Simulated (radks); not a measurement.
Question: Charge is removed step by step from the 3s level of the potassium ion K+, starting from [Ar]. All-electron calculation, scalar-relativistic Kohn-Sham, PBE, spin-unpolarised, spherical densities, point nucleus. Program: a radial shooting solver on a logarithmic mesh with Libxc functionals. At the starting occupation the eigenvalue is -41.452 eV. Estimate the energy to remove one whole electron from this level, the eigenvalue at the end, and how far E(n) bends from a straight line.

Answer: Delta-SCF 49.067 eV; final eigenvalue -56.889 eV; the deviation from the straight line is -1.930 eV at 0.5 electron removed, the largest on the grid computed. Slater's transition state (half an electron removed) gives 49.021 eV. Integrating minus the eigenvalue over the occupation (Janak's theorem) gives 49.071 eV. In this scalar-relativistic scheme the density is built from large components alone, so the theorem holds only approximately. The mean slope of the eigenvalue, de/dn, is 15.4 eV per electron.
